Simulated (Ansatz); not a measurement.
Reaction (formal hydrolysis of the Si–Ge bond): `[CH3][GeH]([F])[SiH2]F` + H₂O → `O[SiH2]F` + `[CH3][GeH2][F]`

Calculated with Ansatz (gas phase, PBE0-D4/def2-TZVP geometries, no zero-point term in ΔE). CCSD(T)/CBS adds triple-zeta CCSD(T) − MP2 to the extrapolated MP2 energy (def2 sets, frozen cores). This one scheme is used for every species. DFT in def2-TZVPP. B3LYP here is the variant with VWN-RPA as its local correlation; programs differ in this. For Ge outer-core shells are correlated without core-valence functions, which leaves a few kJ/mol of doubt a bond. Scalar relativity is left out up to krypton. One conformer a species, not always the lowest.

`[CH3][GeH]([F])[SiH2]F`:

Cartesian coordinates in Å:
```
C 1.154 1.259 -0.624
Ge -0.434 0.143 -0.696
F -0.179 -0.970 -2.029
Si -0.792 -1.223 1.239
F 0.631 -1.730 1.782
H 1.041 2.027 0.144
H 2.027 0.650 -0.389
H 1.303 1.743 -1.590
H -1.692 0.947 -1.086
H -1.624 -2.410 0.925
H -1.434 -0.434 2.324
```

H₂O:

Z-matrix (Å, degrees):
```
O
H 1 0.960
H 1 0.960 2 105.1
```

`O[SiH2]F`:

```xyz
6

O     0.023   -1.272    0.027
Si   -0.191    0.343    0.029
F     0.237    0.977   -1.373
H     0.913   -1.625    0.051
H    -1.635    0.571    0.215
H     0.654    1.006    1.050
```

`[CH3][GeH2][F]`:

Cartesian coordinates in Å:
```
C 0.149 -1.012 -0.209
Ge -0.073 0.851 0.269
F -0.997 1.584 -1.021
H 0.725 -1.533 0.559
H 0.677 -1.092 -1.160
H -0.826 -1.491 -0.302
H 1.251 1.632 0.322
H -0.907 1.062 1.543
```

| level | ΔE (kcal/mol) | difference from CCSD(T)/CBS |
| --- | --- | --- |
| PBE-D4 | -21.9 | 4.5 |
| r2SCAN-D4 | -26.5 | -0.1 |
| PBE | -22.9 | 3.5 |
| PBE0 | -24.6 | 1.8 |
| B3LYP | -27.4 | -1.0 |
| HF/def2-TZVPP | -32.7 | -6.3 |
| MP2/def2-TZVPP | -28.6 | -2.2 |
| CCSD(T)/def2-TZVPP | -27.3 | -0.9 |
| MP2/def2-QZVPP | -28.2 | -1.8 |
| SCS-MP2/def2-QZVPP | -29.0 | -2.6 |
| CCSD(T)/CBS | -26.4 | 0 |

Largest T1 diagnostic among the species: 0.012.

From PBE to PBE0 (25 % exact exchange), in def2-TZVPP and without D4, ΔE moves by −1.7 kcal/mol. In def2-TZVPP, CCSD(T) changes the Hartree–Fock value by +5.4 kcal/mol (the triples alone add +0.6 kcal/mol) and MP2 by +4.1 kcal/mol.
